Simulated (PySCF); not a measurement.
H₃O₃P, SMILES OP(O)O. Geometry optimised at PBE-D3(BJ)/def2-SVP. Other conformers were not sampled.

**Question.** Give the equilibrium geometry at PBE-D3(BJ)/def2-SVP (PySCF confirms it by a frequency run) as a Z-matrix, and its point group. (An estimate is asked for; the answer gives what the named calculation found.)

**Answer.** Several could match; the one computed here: point group C3.
```
P
O 1 1.6672
H 2 0.9766 1 108.61
O 1 1.6672 2 97.48 3 -96.91
H 4 0.9766 1 108.61 2 164.49
O 1 1.6672 2 97.48 3 164.49
H 6 0.9766 1 108.61 2 -96.91
```
Charge 0, spin multiplicity 1.
